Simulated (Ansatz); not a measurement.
Input file for `O=C=[N][SnH]([F])[F]`:

```yaml
crystal:
  periodic: [false, false, false]
  atoms:
    - {symbol: O, position_ang: [-0.653741, -2.938360, -0.077944]}
    - {symbol: C, position_ang: [-0.075707, -1.932297, -0.071134]}
    - {symbol: N, position_ang: [0.601214, -0.932093, -0.069530]}
    - {symbol: Sn, position_ang: [0.256665, 1.017295, 0.017950]}
    - {symbol: F, position_ang: [-0.927024, 1.428750, -1.407450]}
    - {symbol: F, position_ang: [-0.781617, 1.320498, 1.577517]}
    - {symbol: H, position_ang: [1.641409, 1.968205, -0.015109]}
basis:
  gaussian: {orbitals: def2-TZVPP}
correlation: {method: ccsd_t}
output: {orbitals: {seedname: orbitals}}
```

```sh
$ ansatz run in.yaml --threads 2 --pin off --events-out ev --progress --plain --max-ram 31744MiB --backend cuda --devices 0, --max-vram 18GiB
```

The program prints (abridged):

```
Functional definition: HF
1562 factors; integrals over basis functions are off by at most 1.2e-3 eV
mean field evaluation 1: about -15783.5265 eV, gradient 5.5e1 eV
mean field evaluation 2: about -15783.8329 eV, gradient 5.6e1 eV
mean field evaluation 4: about -15789.1991 eV, gradient 3.5e0 eV
mean field evaluation 8: about -15789.2655 eV, gradient 5.4e-1 eV
mean field evaluation 16: about -15789.2665 eV, gradient 1.2e-6 eV
mean field -15789.26651561 eV, -580.2448420994 hartree, gradient 1.2e-6 eV, S^2 0.000000; 0 other end points of the search recorded, 0 dependent functions left out
9 core orbitals not correlated: weight in the atoms' cores, before any rotation towards them, 1.000 or more for the frozen orbitals, at most 0.000 for the correlated occupied ones
reference -15789.26651561 eV, -580.2448420994 hartree; 22, 22 occupied and 188, 188 virtual orbitals, 1562 factors
second order -37.52585461 eV of doubles, -0.00000000 eV of singles
cycle   1  -36.01968738 eV  change     1.5e0 eV  update   1.6e-1
cycle   2  -36.99301511 eV  change   -9.7e-1 eV  update   5.5e-2
cycle   3  -37.21476575 eV  change   -2.2e-1 eV  update   2.5e-2
cycle   4  -37.18793051 eV  change    2.7e-2 eV  update   6.1e-3
cycle   5  -37.17986067 eV  change    8.1e-3 eV  update   2.2e-3
cycle   6  -37.18115600 eV  change   -1.3e-3 eV  update   7.1e-4
cycle   7  -37.18118601 eV  change   -3.0e-5 eV  update   2.1e-4
cycle   8  -37.18100764 eV  change    1.8e-4 eV  update   7.2e-5
cycle   9  -37.18099372 eV  change    1.4e-5 eV  update   2.7e-5
perturbative correction -1.43493829 eV, -0.0527330095 hartree
Total energy: -15827.88244762 eV, -581.6639514260 hartree
```

Run time 3.7 s (2 threads of an AMD EPYC 7R13 on a shared host and a share of an NVIDIA H100 80 GB); peak host memory 0.81 GiB.

The correlation energy is -38.616 eV, 3.7 % of it from (T); the T1 diagnostic reads 0.0160.
